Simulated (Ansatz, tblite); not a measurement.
Cost and result up the ladder for SiTe₄ (the lowest singlet isomer of a short search) (5 atoms). Total charge 0; singlet. Geometry: r2SCAN-D4/def2-SVP.

```xyz
5

Si    1.995   -0.107    0.846
Te   -1.796    1.335   -0.236
Te    0.369   -1.980    0.735
Te    0.961    1.909   -0.170
Te   -1.530   -1.158   -1.175
```

Ansatz on 4 threads of Arm Neoverse V1 on a shared host; xTB runs through tblite on one thread. Times are rough, summed over both states, and most runs start from the orbitals of an earlier one. PBE-QIDH/def2-TZVP serves as the yardstick here, not as an exact answer. Differences are given only for rows in sets of like size (and for xTB, whose basis is part of the method), since another set adds its own error. The other state is a quintet at its own geometry, which has other bonds, so the gap mixes isomer and spin.

In the def2 sets Te takes a core potential; there is no spin–orbit coupling. The xTB rows come from tblite. Correlated methods freeze 21 core orbitals; core or outer-core shells of Te are correlated, in sets that lack core-valence functions. The rows differ in basis, and correlated rows in double-zeta sets carry the largest basis error. In CCSD on the charge 0 quintet the largest single amplitude is 0.21, so its Hartree–Fock determinant may place the open shell otherwise than the density functionals do. The structure comes from a short search, and lower isomers may exist.

Correlated methods converge slowly with the basis, most of all in double-zeta sets (MP2 moves by 0.30 eV from def2-SVP to def2-TZVP here).

xTB has no spin-polarisation term.

```
                            level  functions  wall time  quintet − singlet (eV)  difference from PBE-QIDH/def2-TZVP (eV)
                         GFN1-xTB         45    0.013 s                    2.84                                     1.06
                         GFN2-xTB         45    0.026 s                    3.33                                     1.55
                 PBE-D4/def2-TZVP        237       12 s                    1.52                                    -0.27
                     HF/def2-TZVP        237       27 s                    0.77                                    -1.01
r2SCAN-D4/def2-TZVP (with forces)        237       32 s                    1.35                                    -0.43
                    MP2/def2-TZVP        237       35 s                    2.27                                     0.49
                PBE0-D4/def2-TZVP        237       39 s                    1.55                                    -0.23
               PBE-QIDH/def2-TZVP        237       53 s                    1.78                                     0.00
                 CCSD(T)/def2-SVP        122    3.3 min                    1.62                                        –
```
